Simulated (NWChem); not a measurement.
Species: BH$_{2}$S$_{2}$F; SMILES FB(S)S

```xyz
6

B      0.0000     0.0000    -0.3631
F      0.0000     0.0000    -1.6903
S      1.6304     0.0000     0.4256
H      1.2045     0.0000     1.7042
S     -1.6304     0.0000     0.4256
H     -1.2045     0.0000     1.7042
```
Atoms are numbered in this order, from 1.

Program: NWChem. Coordinates come from a PBE0/def2-SVP optimisation. Level SCAN/def2-SVP: energy and gradient on several grids; changes count from the extra-fine grid, which is no exact limit either.

```json
[
 {"grid": "xcoarse", "size of the energy change (μHa)": "5000", "largest change of a gradient component (μHa/bohr)": "700"},
 {"grid": "coarse", "size of the energy change (μHa)": "6000", "largest change of a gradient component (μHa/bohr)": "2000"},
 {"grid": "medium", "size of the energy change (μHa)": "4000", "largest change of a gradient component (μHa/bohr)": "1000"},
 {"grid": "fine", "size of the energy change (μHa)": "60", "largest change of a gradient component (μHa/bohr)": "700"},
 {"grid": "xfine", "size of the energy change (μHa)": "< 10", "largest change of a gradient component (μHa/bohr)": "< 30"}
]
```
